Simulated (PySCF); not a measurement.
These are PySCF with PBE0-D3(BJ)/def2-TZVP // PBE0-D3(BJ)/def2-SVP values and carry that method's errors. Isolated molecules, 0 K electronic values unless said otherwise. One relaxed conformer stands for a flexible species; it need not be the lowest. Excitations are Tamm–Dancoff values on a coarser integration grid. The basis has no diffuse functions, so Rydberg states are missing or too high.

Reference species (SMILES): `Bc1cc(S)co1` (neutral, multiplicity 1).

The brightest of the four lowest singlets (TDA) is 5.11 eV, the HOMO is -7.16 eV and the S1 oscillator strength is 0.034.

Changed species: `Bc1ccc(S)o1`.

**Question.** Predict the effect on the brightest of the four lowest singlets (TDA), HOMO and S1 oscillator strength.

**Answer.** the brightest of the four lowest singlets (TDA) falls by 0.60 eV, to 4.51 eV; the HOMO rises by 0.60 eV, to -6.56 eV; the S1 oscillator strength rises by 0.575, to 0.609.
